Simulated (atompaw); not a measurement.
An all-electron radial function and its pseudo partner (F (Z = 9))

Columns: radius, all-electron u(r) and pseudo u(r) of the 2p shell (level -19.41 eV) of fluorine in the configuration [He] 2s2 2p4.5; LDA (PW92), non-relativistic, PAW (atompaw) scheme, atompaw 4.2.0.5.

```tsv
r (bohr)	all-electron	pseudo
0.038	0.0271	0.0074
0.077	0.0943	0.0300
0.115	0.1800	0.0659
0.154	0.2764	0.1155
0.192	0.3711	0.1745
0.231	0.4642	0.2438
0.269	0.5481	0.3173
0.308	0.6255	0.3963
0.346	0.6918	0.4743
0.385	0.7504	0.5526
0.423	0.7984	0.6251
0.462	0.8389	0.6935
0.500	0.8704	0.7528
0.538	0.8947	0.8036
0.577	0.9128	0.8464
0.615	0.9246	0.8785
0.654	0.9313	0.9020
0.692	0.9332	0.9162
0.731	0.9311	0.9228
0.769	0.9257	0.9226
0.808	0.9170	0.9167
0.846	0.9062	0.9068
0.885	0.8928	0.8935
0.923	0.8781	0.8784
0.962	0.8615	0.8616
1.000	0.8442	0.8442
```

(1) How many radial nodes do the two functions have?

(2) Where does each function peak?

(3) Is the pseudo-wave norm-conserving?

Answers

(1) The all-electron 2p function has n − l − 1 = 0; the pseudo-wave has 0.

(2) Outermost all-electron maximum near 0.69 bohr, pseudo maximum near 0.73 bohr (to the table’s step).

(3) No, it belongs to a PAW set: the norm inside the radius is not constrained, and the difference is carried by the augmentation charge.
